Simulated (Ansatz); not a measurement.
Start from `C[N](C)[Sn][F]` and change one atom or group to get `CN(C)BF`.

Ansatz, PBE0-D4/def2-TZVP geometries, multiplicity 1. Each molecule was computed in one conformer, which needn't be the lowest.

Elements past krypton have def2 core potentials.

| property | `C[N](C)[Sn][F]` |
| --- | --- |
| size of the dipole moment (ωB97M-V/def2-TZVPP) / D | 2.77 |
| size of the dipole moment (B3LYP/def2-TZVPP) / D | 2.86 |
| LUMO energy (ωB97M-V/def2-TZVPP) / eV | -0.22 |
| LUMO energy (PBE0/def2-TZVPP) / eV | -1.87 |
| size of the dipole moment (PBE/def2-TZVPP) / D | 2.75 |
| HOMO–LUMO gap (PBE0/def2-TZVPP) / eV | 4.65 |

(1) Give the same properties after the change, and the shifts. (An estimate is asked.)

Answers

(1) The calculation gave: 
```tsv
property	`CN(C)BF`	shift
size of the dipole moment (ωB97M-V/def2-TZVPP) / D	2.32	-0.45
size of the dipole moment (B3LYP/def2-TZVPP) / D	2.37	-0.49
LUMO energy (ωB97M-V/def2-TZVPP) / eV	2.38	2.60
LUMO energy (PBE0/def2-TZVPP) / eV	0.79	2.66
size of the dipole moment (PBE/def2-TZVPP) / D	2.36	-0.39
HOMO–LUMO gap (PBE0/def2-TZVPP) / eV	8.11	3.46
```

With PBE0 the HOMO falls by 0.80 eV and the LUMO rises by 2.66 eV, so the gap widens by about 3.46 eV. PBE moves the HOMO by -0.65 eV and ωB97M-V by -0.90 eV. The zero-point energy changes by 41.8 kJ/mol with +3 modes. Dipoles are sizes alone; their direction can turn.

B3LYP here is the variant with VWN-RPA as its local correlation; programs differ in this.
